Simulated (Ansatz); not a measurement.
Total energies of H7N2PSi2.

Z-matrix (Å, degrees):
```
N
Si 1 2.073
P 1 1.804 2 113.1
H 1 1.015 2 106.9 3 -124.0
H 1 1.016 2 108.0 3 121.2
N 2 1.779 1 91.8 3 46.1
H 2 1.539 1 84.2 3 -47.8
Si 3 2.301 1 93.4 2 -26.3
H 3 1.423 1 97.1 2 -122.2
H 6 1.007 2 118.6 1 106.1
H 8 1.493 3 109.7 1 -123.9
H 8 1.483 3 107.5 1 117.7
```

Charge 0, multiplicity 1. The bonds changed during the relaxation, so this is another structure than the one it started from. The geometry is a stationary point of PBE0-D4/def2-TZVP. It is one conformer, not always the lowest. Basis def2-TZVPP, Ansatz 0.2.0.

RPA on PBE orbitals: Hartree–Fock energy of these orbitals -1031.60809 Eh, correlation -1.40420 Eh (frozen core).

```
             functional  energy without D4 (Eh)  D4 term (kJ/mol)
            LDA (SPW92)             -1029.66167                 –
                    PBE             -1033.56438             -40.3
                 revPBE             -1033.93293            -114.5
                   BLYP             -1034.10529             -88.4
                 r2SCAN             -1034.01745              -9.3
                 B97M-V             -1033.90810                 –
                   PBE0             -1033.65726             -34.1
                  B3LYP             -1034.22066             -65.9
                r2SCANh             -1034.00615             -10.1
                r2SCAN0             -1033.99059             -11.2
HSE06 (plane-wave form)             -1033.63144             -32.0
                  BHLYP             -1034.08844             -53.7
              CAM-B3LYP             -1034.12646             -35.0
                LC-ωPBE             -1033.80035                 –
                ωB97X-V             -1033.97920                 –
                ωB97M-V             -1034.05443                 –
                 B2PLYP             -1033.70436                 –
               PBE-QIDH             -1033.38573                 –
```

B3LYP takes the VWN-RPA correlation (the form of Gaussian; ORCA's B3LYP/G). HSE06 is the plane-wave form, built on full-range PBE exchange. The double hybrids freeze the cores in their second-order part.

LC-ωPBE has ω = 0.4 bohr⁻¹.
